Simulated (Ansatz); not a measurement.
Abridged output of a molecular run in Ansatz:

```
Functional definition: HF
2002 factors; integrals over basis functions are off by at most 1.2e-3 eV
mean field evaluation 1: about -10358.2535 eV, gradient 4.8e1 eV
mean field evaluation 2: about -10358.6961 eV, gradient 4.8e1 eV
mean field evaluation 4: about -10363.6135 eV, gradient 6.0e0 eV
mean field evaluation 8: about -10363.7209 eV, gradient 5.6e-1 eV
mean field evaluation 16: about -10363.7228 eV, gradient 2.6e-6 eV
mean field -10363.72276625 eV, -380.8597868762 hartree, gradient 2.6e-6 eV, S^2 0.000000; 0 other end points of the search recorded, 0 dependent functions left out
7 core orbitals not correlated: weight in the atoms' cores, before any rotation towards them, 1.000 or more for the frozen orbitals, at most 0.000 for the correlated occupied ones
reference -10363.72276625 eV, -380.8597868762 hartree; 21, 21 occupied and 301, 301 virtual orbitals, 2002 factors
second order -37.33851901 eV of doubles, -0.00000000 eV of singles
cycle   1  -37.20377100 eV  change    1.3e-1 eV  update   1.4e-1
cycle   2  -38.13281180 eV  change   -9.3e-1 eV  update   4.2e-2
cycle   3  -38.36074395 eV  change   -2.3e-1 eV  update   2.2e-2
cycle   4  -38.33586677 eV  change    2.5e-2 eV  update   5.2e-3
cycle   5  -38.33453734 eV  change    1.3e-3 eV  update   2.5e-3
cycle   6  -38.33602500 eV  change   -1.5e-3 eV  update   7.2e-4
cycle   7  -38.33556123 eV  change    4.6e-4 eV  update   3.1e-4
cycle   8  -38.33533517 eV  change    2.3e-4 eV  update   9.9e-5
cycle   9  -38.33537011 eV  change   -3.5e-5 eV  update   4.8e-5
perturbative correction -1.56897576 eV, -0.0576587957 hartree
Total energy: -10403.62711212 eV, -382.3262445387 hartree
```

Its atoms:

Cartesian coordinates in Å:
```
C 1.885 0.317 0.071
O 0.868 0.744 -0.804
C 0.042 -0.285 -1.266
C -0.929 -0.814 -0.232
O -1.833 0.220 0.168
C -1.599 0.815 1.335
O -0.747 0.531 2.126
H 2.532 1.176 0.247
H 2.479 -0.489 -0.381
H 1.486 -0.020 1.033
H 0.636 -1.133 -1.641
H -0.522 0.131 -2.105
H -0.419 -1.209 0.648
H -1.542 -1.601 -0.676
H -2.336 1.618 1.477
```

Task: Which basis set was used?
A. cc-pV(D+d)Z
B. cc-pV(Q+d)Z
C. def2-TZVPPD
D. def2-TZVPP

Result: D. It gives 329 functions.

Task: Write the keys of the input that set method, charge and spin (a neutral closed shell needs none for the last two).

Result: 
```yaml
correlation: {method: ccsd_t}
```
